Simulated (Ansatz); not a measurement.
In(H)(Cl)(OMe) (CH₄ClInO), SMILES [Cl][InH][O]C.

The structure is a stationary point at PBE0-D3(BJ)/def2-SVP. The structure was generated by enumeration; whether it is a known compound was not checked. The def2 effective core potentials stand for the cores of In; spin–orbit coupling is left out. The values are those of a single conformer.

Two levels are set side by side: PBE/def2-SVPD (Ansatz, a quantum-chemistry and plane-wave program) and CAM-B3LYP/def2-SVPD (Ansatz). Energy differences of separate SCF runs at the same geometry; the states with an electron removed or added have multiplicity 2 and 2. Differences are taken from unrounded values.

```csv
quantity,PBE
vertical ionisation energy (eV),9.55
vertical singlet–triplet gap (eV),4.27
```

**Question.** These are the PBE values. What does CAM-B3LYP give? (An estimate is asked for; the answer gives what the named calculation found.)

**Answer.** 
| quantity | CAM-B3LYP | PBE minus CAM-B3LYP |
|---|---|---|
| vertical ionisation energy (eV) | 10.04 | -0.48 |
| vertical singlet–triplet gap (eV) | 4.91 | -0.63 |
